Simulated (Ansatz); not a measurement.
CaO₂⁻. The state is a quartet with charge -1. Geometry PBE0-D4/def2-TZVPD; atoms count from 1.

```tsv
atom	x (Å)	y (Å)	z (Å)
Ca1	-0.4827	-0.5740	-0.1241
O2	1.5064	-0.9066	0.6589
O3	-1.0238	1.4806	-0.5348
```

The highest occupied level of the charge -1 quartet lies above zero (up to 0.41 eV). It is a level of α spin, whose loss leaves a triplet; that state wasn't run at this geometry and level. The electron is either unbound and held by the finite basis, or the level is raised by self-interaction error. At PBE0-D4/def2-TZVPD a doublet of charge -1 lies 0.90 eV below the quartet, each at its own geometry. The structure comes from a short search, and lower isomers may exist.

(1) Estimate the Mulliken populations from the PBE0/def2-TZVPD orbitals of Ansatz.

(2) Where does the spin sit?

Results:

(1) 
```tsv
atom	charge (e)	spin (α − β)
Ca1	0.55	1.13
O2	-0.77	0.94
O3	-0.77	0.94
```
Mulliken values and Mayer orders depend strongly on the basis. With diffuse functions, as here, like atoms can get unlike values, and bond orders can come out too low or too high.

(2) Summed by element: Ca 1.13, O 1.87, of 3 unpaired in all. Largest on single atoms: Ca1 1.13, O3 0.94, O2 0.94.
